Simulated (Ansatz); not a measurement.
`C[Si](C)([SiH3])Cl` + `[OH][Sn]([OH])([F])[F]` → `C[Si](C)(O)Cl` + `[OH][Sn]([F])([F])[SiH3]`  (redistribution)

Program: Ansatz. Geometries: PBE0-D4/def2-TZVP. ΔE: electronic, gas phase. CCSD(T)/CBS is the MP2 limit (def2-TZVPP, def2-QZVPP) plus CCSD(T) − MP2 in def2-TZVPP, frozen cores. Elements past krypton have def2 core potentials. For Sn outer-core shells are correlated without core-valence functions, which leaves a few kJ/mol of doubt a bond. One conformer a species, not always the lowest.

`C[Si](C)([SiH3])Cl`:

Z-matrix (Å, degrees):
```
C
Si 1 1.865
H 1 1.094 2 110.3
H 1 1.092 2 111.1 3 -120.1
H 1 1.093 2 110.4 3 119.7
C 2 1.865 1 111.4 3 -62.6
Si 2 2.343 1 111.9 3 63.6
Cl 2 2.080 1 107.6 3 179.6
H 6 1.092 2 111.1 1 -177.3
H 6 1.093 2 110.4 1 -57.2
H 6 1.094 2 110.3 1 62.5
H 7 1.491 2 110.5 1 -63.8
H 7 1.488 2 110.3 1 176.3
H 7 1.488 2 110.3 1 56.0
```

`[OH][Sn]([OH])([F])[F]`:

Cartesian coordinates in Å:
```
O 1.523 0.656 0.766
Sn -0.081 -0.143 0.073
O -0.709 0.771 -1.497
F 0.161 -1.969 -0.389
F -1.366 -0.145 1.471
H 1.541 0.665 1.728
H -1.068 0.165 -2.153
```

`C[Si](C)(O)Cl`:

Z-matrix (Å, degrees):
```
C
Si 1 1.856
H 1 1.093 2 110.3
H 1 1.092 2 110.8 3 120.1
H 1 1.093 2 111.1 3 -120.1
C 2 1.848 1 113.8 3 -60.9
O 2 1.641 1 112.2 3 60.2
Cl 2 2.076 1 106.6 3 178.9
H 6 1.092 2 110.4 1 -177.5
H 6 1.092 2 110.9 1 -57.3
H 6 1.093 2 110.2 1 62.8
H 7 0.958 2 118.0 1 66.0
```

`[OH][Sn]([F])([F])[SiH3]`:

Cartesian coordinates in Å:
```
O 0.378 -2.232 0.329
Sn -0.224 -0.602 -0.533
F -2.078 -0.874 -0.925
F 0.532 -0.634 -2.291
Si 0.243 1.566 0.739
H 0.186 -3.026 -0.180
H -0.285 2.670 -0.093
H 1.709 1.662 0.916
H -0.462 1.471 2.038
```

```tsv
species	MP2/CBS(def2) energy (Eh)
`C[Si](C)([SiH3])Cl`	-1119.42596
`[OH][Sn]([OH])([F])[F]`	-565.23848
`C[Si](C)(O)Cl`	-904.40624
`[OH][Sn]([F])([F])[SiH3]`	-780.31422
```

Question: Work out ΔE.

Answer: ΔE = (-904.40624) + (-780.31422) − (-1119.42596) − (-565.23848) = -0.05602 Eh = -1.52 eV. CCSD(T)/CBS gives -1.47 eV.

Largest T1 diagnostic among the species: 0.015.

In def2-TZVPP, CCSD(T) changes the Hartree–Fock value by +0.16 eV (the triples alone add +0.04 eV) and MP2 by +0.11 eV. The D4 term adds +0.04 eV with B3LYP and +0.02 eV with PBE0; it sums over pairs of atoms, weighted by their polarisabilities, and B3LYP, whose exchange is more repulsive, gets the larger term.

B3LYP here is the variant with VWN-RPA as its local correlation; programs differ in this.
